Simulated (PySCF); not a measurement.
# Radial density of Ne(2+) (neon, charge +2)

LDA, [He] 2s2 2p4, high-spin 3P determinant. Calculation: PySCF 2.14, in cc-pVDZ-DK (3s2p1d, 14 functions); the spin-free X2C one-electron Hamiltonian (Gaussian nucleus).

```csv
r (bohr),4πr²ρ (e/bohr),4πr²(ρα − ρβ)
0.00201,0.03247,0.0000
0.00339,0.08982,0.0001
0.00570,0.2407,0.0001
0.00958,0.6153,0.0004
0.0161,1.508,0.0010
0.0271,3.396,0.0027
0.0456,6.625,0.0087
0.0767,10.11,0.0369
0.129,10.41,0.1831
0.217,6.449,0.7004
0.365,5.109,1.7231
0.614,7.086,2.3590
1.03,4.085,1.2759
1.74,0.5598,0.1522
2.92,0.01829,0.0066
```

Densities and radii are taken from the X2C orbitals without a picture-change correction, which distorts them close to the nucleus.
